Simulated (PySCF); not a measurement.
Species: C₆H₈O.
Numbering: `[OH:1][C@@H:2]1[C@H:3]2[CH:4]=[CH:5][CH2:6][C@@H:7]12` (hydrogens: H8 on O1; H9 on C2; H10 on C3; H11 on C4; H12 on C5; H13, H14 on C6; H15 on C7)

The same species was optimised twice, with GFN2-xTB and with PBE0-D3(BJ)/def2-SVP (PySCF), and the same property calculations (PySCF, gas phase) were run on both structures.

```json
{"coordinate": "C4=C5 (Å)", "GFN2-xTB": "1.327", "PBE0-D3(BJ)/def2-SVP": "1.341", "change": "+0.014"}
{"coordinate": "C3–C7 (Å)", "GFN2-xTB": "1.520", "PBE0-D3(BJ)/def2-SVP": "1.528", "change": "+0.008"}
{"coordinate": "C3–C4 (Å)", "GFN2-xTB": "1.478", "PBE0-D3(BJ)/def2-SVP": "1.485", "change": "+0.007"}
{"coordinate": "O1–C2 (Å)", "GFN2-xTB": "1.388", "PBE0-D3(BJ)/def2-SVP": "1.381", "change": "-0.007"}
{"coordinate": "C5–C6 (Å)", "GFN2-xTB": "1.504", "PBE0-D3(BJ)/def2-SVP": "1.508", "change": "+0.004"}
{"coordinate": "C2–C7 (Å)", "GFN2-xTB": "1.497", "PBE0-D3(BJ)/def2-SVP": "1.494", "change": "-0.003"}
{"coordinate": "C6–C7 (Å)", "GFN2-xTB": "1.518", "PBE0-D3(BJ)/def2-SVP": "1.521", "change": "+0.003"}
{"coordinate": "C2–C3 (Å)", "GFN2-xTB": "1.512", "PBE0-D3(BJ)/def2-SVP": "1.511", "change": "-0.001"}
{"coordinate": "C2–C7–C6 (°)", "GFN2-xTB": "116.7", "PBE0-D3(BJ)/def2-SVP": "119.1", "change": "+2.4"}
{"coordinate": "O1–C2–C7 (°)", "GFN2-xTB": "121.5", "PBE0-D3(BJ)/def2-SVP": "120.7", "change": "-0.8"}
{"coordinate": "C4–C3–C7 (°)", "GFN2-xTB": "105.2", "PBE0-D3(BJ)/def2-SVP": "104.6", "change": "-0.6"}
{"coordinate": "C2–C3–C4 (°)", "GFN2-xTB": "114.7", "PBE0-D3(BJ)/def2-SVP": "115.2", "change": "+0.5"}
{"coordinate": "C3–C7–C6 (°)", "GFN2-xTB": "107.2", "PBE0-D3(BJ)/def2-SVP": "107.8", "change": "+0.6"}
{"coordinate": "C3–C2–C7 (°)", "GFN2-xTB": "60.7", "PBE0-D3(BJ)/def2-SVP": "61.1", "change": "+0.4"}
{"coordinate": "C4–C5–C6 (°)", "GFN2-xTB": "112.7", "PBE0-D3(BJ)/def2-SVP": "112.3", "change": "-0.4"}
{"coordinate": "C3–C4–C5 (°)", "GFN2-xTB": "111.4", "PBE0-D3(BJ)/def2-SVP": "111.7", "change": "+0.3"}
```

Rotational constants: A = 6162, B = 2240, C = 1884 MHz (GFN2-xTB) against A = 6147, B = 2224, C = 1865 MHz (PBE0-D3(BJ)/def2-SVP).

On the GFN2-xTB structure: lowest triplet, Tamm–Dancoff (eV) 4.10 [B3LYP/def2-SVPD]; isotropic polarisability (au) 69.4 [B3LYP/def2-SVPD]; HOMO (eV) -6.23 [B3LYP/def2-SVPD]; LUMO (eV) 0.06 [B3LYP/def2-SVPD]; dipole (D) 1.66 [B3LYP/def2-SVPD]; HOMO (eV) -6.35 [PBE0/pcSseg-1]; LUMO (eV) 0.43 [PBE0/pcSseg-1]; dipole (D) 1.56 [PBE0/pcSseg-1]; GIAO shielding of O1 (ppm) 286.7 [PBE0/pcSseg-1]; GIAO shielding of C2 (ppm) 121.1 [PBE0/pcSseg-1]; GIAO shielding of C3 (ppm) 150.5 [PBE0/pcSseg-1]; GIAO shielding of C4 (ppm) 47.1 [PBE0/pcSseg-1]; GIAO shielding of C5 (ppm) 50.5 [PBE0/pcSseg-1]; GIAO shielding of C6 (ppm) 145.8 [PBE0/pcSseg-1]; GIAO shielding of C7 (ppm) 161.2 [PBE0/pcSseg-1].

Q: What do these properties become on the PBE0-D3(BJ)/def2-SVP structure?

A: 
```csv
property,level,on GFN2-xTB,on PBE0-D3(BJ)/def2-SVP,change
"lowest triplet, Tamm–Dancoff (eV)",B3LYP/def2-SVPD,4.10,4.02,-0.08
isotropic polarisability (au),B3LYP/def2-SVPD,69.4,70.6,+1.2
HOMO (eV),B3LYP/def2-SVPD,-6.23,-6.26,-0.03
LUMO (eV),B3LYP/def2-SVPD,0.06,-0.02,-0.08
dipole (D),B3LYP/def2-SVPD,1.66,1.64,-0.02
"energy, GFN2-xTB geometry as zero (kcal/mol)",B3LYP/def2-SVPD,0.0,-1.1,-1.1
HOMO (eV),PBE0/pcSseg-1,-6.35,-6.39,-0.04
LUMO (eV),PBE0/pcSseg-1,0.43,0.34,-0.09
dipole (D),PBE0/pcSseg-1,1.56,1.54,-0.02
"energy, GFN2-xTB geometry as zero (kcal/mol)",PBE0/pcSseg-1,0.0,-0.6,-0.6
GIAO shielding of O1 (ppm),PBE0/pcSseg-1,286.7,285.5,-1.2
GIAO shielding of C2 (ppm),PBE0/pcSseg-1,121.1,122.0,+0.9
GIAO shielding of C3 (ppm),PBE0/pcSseg-1,150.5,150.0,-0.5
GIAO shielding of C4 (ppm),PBE0/pcSseg-1,47.1,43.5,-3.6
GIAO shielding of C5 (ppm),PBE0/pcSseg-1,50.5,47.3,-3.2
GIAO shielding of C6 (ppm),PBE0/pcSseg-1,145.8,145.1,-0.7
GIAO shielding of C7 (ppm),PBE0/pcSseg-1,161.2,159.3,-1.9
```

The heavy atoms differ by 0.018 Å rms after alignment. Among bonds between heavy atoms C4=C5 changes most (+0.014 Å). Changes are differences of the printed values. Neither structure is proved a minimum here.
